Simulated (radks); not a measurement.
Charge is removed step by step from the 4d (averaged over the sub-levels emptied) level of Ru, starting from [Kr] 4d7 5s1. Method: Dirac Kohn-Sham, PBE, spin-unpolarised, spherical densities, finite nucleus; open shells are shared between the two j in proportion to 2j + 1; Fermi nuclear charge, rms radius 4.4809 fm; computed with a radial shooting solver on a logarithmic mesh with Libxc functionals.

[
 {"removed (e)": "0", "E - E(0) (eV)": "0.000", "eigenvalue (eV)": "-5.205", "E minus straight line (eV)": "0.000"},
 {"removed (e)": "0.125", "E - E(0) (eV)": "0.722", "eigenvalue (eV)": "-6.348", "E minus straight line (eV)": "-0.542"},
 {"removed (e)": "0.25", "E - E(0) (eV)": "1.589", "eigenvalue (eV)": "-7.533", "E minus straight line (eV)": "-0.939"},
 {"removed (e)": "0.375", "E - E(0) (eV)": "2.606", "eigenvalue (eV)": "-8.757", "E minus straight line (eV)": "-1.186"},
 {"removed (e)": "0.5", "E - E(0) (eV)": "3.780", "eigenvalue (eV)": "-10.018", "E minus straight line (eV)": "-1.277"},
 {"removed (e)": "0.625", "E - E(0) (eV)": "5.113", "eigenvalue (eV)": "-11.315", "E minus straight line (eV)": "-1.208"},
 {"removed (e)": "0.75", "E - E(0) (eV)": "6.610", "eigenvalue (eV)": "-12.645", "E minus straight line (eV)": "-0.975"},
 {"removed (e)": "0.875", "E - E(0) (eV)": "8.275", "eigenvalue (eV)": "-14.008", "E minus straight line (eV)": "-0.574"},
 {"removed (e)": "1", "E - E(0) (eV)": "10.113", "eigenvalue (eV)": "-15.401", "E minus straight line (eV)": "0.000"}
]

Removing the whole electron costs 10.113 eV by Delta-SCF, against 5.205 eV from minus the eigenvalue at the starting occupation. Slater's transition state (half an electron removed) gives 10.018 eV. Integrating minus the eigenvalue over the occupation (Janak's theorem) gives 10.113 eV. The mean slope of the eigenvalue, de/dn, is 10.2 eV per electron.
